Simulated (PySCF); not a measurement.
Basis and Hamiltonian dependence of the excitation energy of Sr

Sr [Kr] 5s2 (1S) → Sr [Kr] 5s1 5p1, s spin flipped. Calculated with PySCF 2.14 from differences of total energies of unrestricted determinants, without spin-orbit coupling. Values in eV.

| basis | Hamiltonian | functions | UHF | LDA | PBE0 | MP2 (valence) |
| --- | --- | --- | --- | --- | --- | --- |
| def2-TZVPPD with the def2 core potential (28 electrons) | ECP | 40 | 1.934 | 2.271 | 2.077 | 2.108 |
| aug-cc-pVDZ-X2C | spin-free X2C | 45 | 1.919 | 2.258 | 2.076 | 2.087 |
| def2-QZVPPD with the def2 core potential (28 electrons) | ECP | 63 | 1.917 | 2.256 | 2.063 | 2.095 |
| aug-cc-pwCVTZ-X2C | spin-free X2C | 93 | 1.910 | 2.245 | 2.053 | 2.092 |
| aug-cc-pwCVTZ-X2C with one added diffuse shell each of s, p, d, f type | spin-free X2C | 109 | 1.909 | 2.244 | 2.052 | 2.092 |

Frozen in the all-electron rows: valence: [Kr]; with a core potential, the same shells as far as they lie outside it.

In the upper determinant the s electron has its spin opposite to the other open shell, which mixes two multiplicities.
